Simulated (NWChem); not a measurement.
System: C5H8; SMILES C=C/C=C/C

Excerpt of the output:

```
             Northwest Computational Chemistry Package (NWChem) 7.3.0
             --------------------------------------------------------

 CS  symmetry detected

                             Geometry "geometry" -> ""
                             -------------------------

 Output coordinates in angstroms (scale by  1.889725989 to convert to a.u.)

  No.       Tag          Charge          X              Y              Z
 ---- ---------------- ---------- -------------- -------------- --------------
    1 C                    6.0000    -0.25255987     2.52923383     0.00000000
    2 C                    6.0000     0.39642950     1.35578946     0.00000000
    3 C                    6.0000    -0.24819598     0.05379694     0.00000000
    4 C                    6.0000     0.41250803    -1.11631269     0.00000000
    5 C                    6.0000    -0.21854863    -2.46581783     0.00000000
    6 H                    1.0000    -1.34628619     2.57423708     0.00000000
    7 H                    1.0000     0.28486784     3.48032304     0.00000000
    8 H                    1.0000     1.49358107     1.35342655     0.00000000
    9 H                    1.0000    -1.34606433     0.04694499     0.00000000
   10 H                    1.0000     1.51045841    -1.08857176     0.00000000
   11 H                    1.0000     0.09117126    -3.05148167     0.88247800
   12 H                    1.0000    -1.31669762    -2.40353473     0.00000000
   13 H                    1.0000     0.09117126    -3.05148167    -0.88247800

 Effective nuclear repulsion energy (a.u.)     153.1895555011

      Symmetry information
      --------------------

 Group name             Cs
 Group number              2
 Group order               2
 No. of unique centers    12

                                 NWChem DFT Module
                                 -----------------

 Summary of "ao basis" -> "ao basis" (spherical)
 ------------------------------------------------------------------------------
       Tag                 Description            Shells   Functions and Types
 ---------------- ------------------------------  ------  ---------------------
 C                          def2-svp                 6       14   3s2p1d
 H                          def2-svp                 3        5   2s1p

      Symmetry analysis of basis
      --------------------------

        a'         79
        a"         31

            General Information
            -------------------
          SCF calculation type: DFT
          Wavefunction type:  closed shell.
          No. of atoms     :    13
          No. of electrons :    38
           Alpha electrons :    19
            Beta electrons :    19
          Charge           :     0
          Spin multiplicity:     1
          Use of symmetry is: on ; symmetry adaption is: on
          Maximum number of iterations: 150
          AO basis - number of functions:   110
                     number of shells:    54
          Convergence on energy requested:  1.00D-06
          Convergence on density requested:  1.00D-05
          Convergence on gradient requested:  5.00D-04

              XC Information
              --------------
                         PBE0 Method XC Functional
                     Hartree-Fock (Exact) Exchange  0.250
          PerdewBurkeErnzerhof Exchange Functional  0.750
            Perdew 1991 LDA Correlation Functional  1.000 local
           PerdewBurkeErnz. Correlation Functional  1.000 non-local

             Grid Information
             ----------------
          Grid used for XC integration:  medium
          Radial quadrature: Mura-Knowles
          Angular quadrature: Lebedev.
          Tag              B.-S. Rad. Rad. Pts. Rad. Cut. Ang. Pts.
          ---              ---------- --------- --------- ---------
          C                   0.70       49          14.0       434
          H                   0.35       45          14.0       434
          Grid pruning is: on
          Number of quadrature shells:   560
          Spatial weights used:  Erf1

      Superposition of Atomic Density Guess
      -------------------------------------

 Sum of atomic energies:        -192.11828471

      Non-variational initial energy
      ------------------------------

 Total energy =    -195.492132
 1-e energy   =    -558.749590
 2-e energy   =     210.067902
 HOMO         =      -0.265639
 LUMO         =      -0.039408

      Symmetry analysis of molecular orbitals - initial
      -------------------------------------------------

  Numbering of irreducible representations:

     1 a'          2 a"

  Orbital symmetries:

     1 a'          2 a'          3 a'          4 a'          5 a'
     6 a'          7 a'          8 a'          9 a'         10 a'
    11 a'         12 a'         13 a"         14 a'         15 a'
    16 a'         17 a"         18 a'         19 a"         20 a"
    21 a"         22 a'         23 a'         24 a'         25 a'
    26 a'         27 a"         28 a'         29 a'

   convergence    iter        energy       DeltaE   RMS-Dens  Diis-err
 ---------------- ----- ----------------- --------- --------- ---------
 d= 0,ls=0.0,diis     1   -194.8879971762 -3.48D+02  5.00D-03  2.75D-01
 d= 0,ls=0.0,diis     2   -194.9216933581 -3.37D-02  2.27D-03  1.84D-02
 d= 0,ls=0.0,diis     3   -194.9190103047  2.68D-03  1.35D-03  3.73D-02
 d= 0,ls=0.0,diis     4   -194.9242624436 -5.25D-03  1.85D-04  3.69D-04
 d= 0,ls=0.0,diis     5   -194.9243085429 -4.61D-05  5.31D-05  3.28D-05
  Resetting Diis
 d= 0,ls=0.0,diis     6   -194.9243129337 -4.39D-06  1.52D-05  3.61D-06
 d= 0,ls=0.0,diis     7   -194.9243133283 -3.95D-07  1.31D-05  7.29D-07
 d= 0,ls=0.0,diis     8   -194.9243131592  1.69D-07  8.32D-06  2.02D-06

         Total DFT energy =     -194.924313159169
      One electron energy =     -563.892637834629
           Coulomb energy =      245.534899760866
    Exchange-Corr. energy =      -29.756130586492
 Nuclear repulsion energy =      153.189555501087

 Numeric. integr. density =       37.999996126167

                  Occupations of the irreducible representations
                  ----------------------------------------------

                     irrep           alpha         beta
                     --------     --------     --------
                     a'               16.0         16.0
                     a"                3.0          3.0

                       DFT Final Molecular Orbital Analysis
                       ------------------------------------

 Vector   17  Occ=2.000000D+00  E=-3.518580D-01  Symmetry=a'
              MO Center=  6.5D-02,  5.7D-01,  1.3D-16, r^2= 4.1D+00
   Bfn.  Coefficient  Atom+Function         Bfn.  Coefficient  Atom+Function
  ----- ------------  ---------------      ----- ------------  ---------------
    32     -0.243278   3 C  px               18      0.237870   2 C  px
    86      0.234823   9 H  s                81      0.232548   8 H  s
    91      0.186074  10 H  s                46      0.175388   4 C  px
    71      0.169454   6 H  s                76     -0.165535   7 H  s
     4     -0.161616   1 C  px               19      0.153373   2 C  py

 Vector   18  Occ=2.000000D+00  E=-3.303807D-01  Symmetry=a"
              MO Center=  5.9D-02,  6.9D-01, -8.9D-16, r^2= 3.0D+00
   Bfn.  Coefficient  Atom+Function         Bfn.  Coefficient  Atom+Function
  ----- ------------  ---------------      ----- ------------  ---------------
    20      0.344232   2 C  pz               34      0.309644   3 C  pz
     6      0.242609   1 C  pz               23      0.207547   2 C  pz
    37      0.189277   3 C  pz               48      0.173390   4 C  pz
     9      0.146685   1 C  pz               62     -0.109344   5 C  pz
    51      0.104653   4 C  pz               96     -0.096222  11 H  s

 Vector   19  Occ=2.000000D+00  E=-2.348652D-01  Symmetry=a"
              MO Center=  4.7D-02,  5.1D-01,  2.4D-16, r^2= 4.2D+00
   Bfn.  Coefficient  Atom+Function         Bfn.  Coefficient  Atom+Function
  ----- ------------  ---------------      ----- ------------  ---------------
     6      0.336112   1 C  pz               48     -0.332685   4 C  pz
    34     -0.265787   3 C  pz                9      0.261713   1 C  pz
    51     -0.255844   4 C  pz               20      0.218633   2 C  pz
    37     -0.196800   3 C  pz               23      0.158447   2 C  pz
    96      0.108364  11 H  s               106     -0.108364  13 H  s

 Vector   20  Occ=0.000000D+00  E=-1.981847D-02  Symmetry=a"
              MO Center=  7.9D-02,  6.1D-01, -6.1D-17, r^2= 4.4D+00
   Bfn.  Coefficient  Atom+Function         Bfn.  Coefficient  Atom+Function
  ----- ------------  ---------------      ----- ------------  ---------------
     9      0.455176   1 C  pz               51      0.449713   4 C  pz
    48      0.368934   4 C  pz                6      0.350523   1 C  pz
    23     -0.321026   2 C  pz               37     -0.292149   3 C  pz
    20     -0.260450   2 C  pz               34     -0.236980   3 C  pz
    97     -0.158690  11 H  s               107      0.158690  13 H  s

 Vector   21  Occ=0.000000D+00  E= 8.425746D-02  Symmetry=a"
              MO Center=  6.6D-02,  6.5D-01,  3.3D-13, r^2= 3.5D+00
   Bfn.  Coefficient  Atom+Function         Bfn.  Coefficient  Atom+Function
  ----- ------------  ---------------      ----- ------------  ---------------
    37     -0.743211   3 C  pz               23      0.727589   2 C  pz
    51      0.523575   4 C  pz                9     -0.484554   1 C  pz
    20      0.377276   2 C  pz               34     -0.376738   3 C  pz
    48      0.222531   4 C  pz                6     -0.203511   1 C  pz
    97     -0.111796  11 H  s               107      0.111796  13 H  s

[...]
```

Level: PBE0/def2-SVP, vertical spin-unrestricted ions. Coordinates come from a PBE0/def2-SVP optimisation. Not confirmed as a minimum by frequencies.

### Question
Reconstruct the input file.

### Answer
Several could match; the one computed here: the input that was run:
```
start job
memory heap 200 mb stack 900 mb global 1100 mb
geometry units angstroms noautoz
  C     -0.254717     2.531107     0.000000
  C      0.394499     1.357788     0.000000
  C     -0.249875     0.055671     0.000000
  C      0.411055    -1.114311     0.000000
  C     -0.219741    -2.463938     0.000000
  H     -1.348452     2.575899     0.000000
  H      0.282527     3.482300     0.000000
  H      1.491651     1.355637     0.000000
  H     -1.347742     0.048607     0.000000
  H      1.509000    -1.086358     0.000000
  H      0.090092    -3.049542     0.882478
  H     -1.317902    -2.401867     0.000000
  H      0.090092    -3.049542    -0.882478
end
basis spherical
  C library def2-svp
  H library def2-svp
end
dft
  xc pbe0
  iterations 150
  vectors input atomic output neutral.movecs
end
task dft energy
charge 1
dft
  odft
  mult 2
  vectors input atomic output cation.movecs
end
task dft energy
```
